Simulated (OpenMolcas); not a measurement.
Ta4+: moving or changing the point charges

Ta4+ among 6 point charges of -1.7 e arranged as a tetragonal octahedron (D4h), 2.08 Å from the ion, with the axial distance 2.059 Å.
```
   2.0800    0.0000    0.0000  -1.70
   0.0000    2.0800    0.0000  -1.70
  -2.0800    0.0000    0.0000  -1.70
   0.0000   -2.0800    0.0000  -1.70
   0.0000    0.0000    2.0592  -1.70
   0.0000    0.0000   -2.0592  -1.70
```

```json
{
  "Program": "OpenMolcas 26.06",
  "Method": "SS-CASPT2, IPEA 0.25 Eh, imaginary shift 0.1 Eh (closed shells correlated: 4f 5s 5p)",
  "Basis": "ANO-RCC-VTZP [8s7p5d3f2g1h]",
  "Scalar Hamiltonian": "DKH2, point nucleus",
  "Active space": "1 electron in 5 orbitals (5d)",
  "State averaging": "2S+1 = 2 even, 5 roots",
  "Spin-orbit coupling": "state interaction with AMFI integrals over the reference wave functions"
}
```

Runs around this geometry, states (labels of D4, the rotations of D4h). Energies in cm-1 above the lowest state or level, χT in cm3 K/mol.

```tsv
R (Å)	q (e)	Axial / equatorial distance	Ground state	First state of that spin	First gap with spin-orbit (degeneracies)	χT at 300 K
2.08	-0.85	0.99	2B2	2E 170	150 (2, 2)	0.189
1.98	-1.7	0.99	2B2	2E 260	200 (2, 2)	0.085
2.08	-1.7	0.99	2B2	2E 230	180 (2, 2)	0.106
2.24	-1.7	0.99	2B2	2E 180	160 (2, 2)	0.146
2.08	-1.7	1.07	2E	2B2 2300	1430 (2, 2)	0.104
```

The ground state changes within this set.

Free-ion shares, where given, are those of the reference states; single-state CASPT2 does not remix them. Spin-orbit coupling mixes the spin-free states strongly: the lowest level takes only 60 % from its leading state, 2B2 (figures for R = 2.08, q = -0.85, ratio = 0.99; the like holds for R = 1.98, q = -1.7, ratio = 0.99, R = 2.08, q = -1.7, ratio = 0.99, R = 2.24, q = -1.7, ratio = 0.99). An orbital doublet at a regular site is open to a Jahn-Teller distortion, which this geometry leaves out (holds for R = 2.08, q = -1.7, ratio = 1.07). Point charges carry no covalency, so the field is a model and not that of real ligands. No measured value stands beside these numbers.
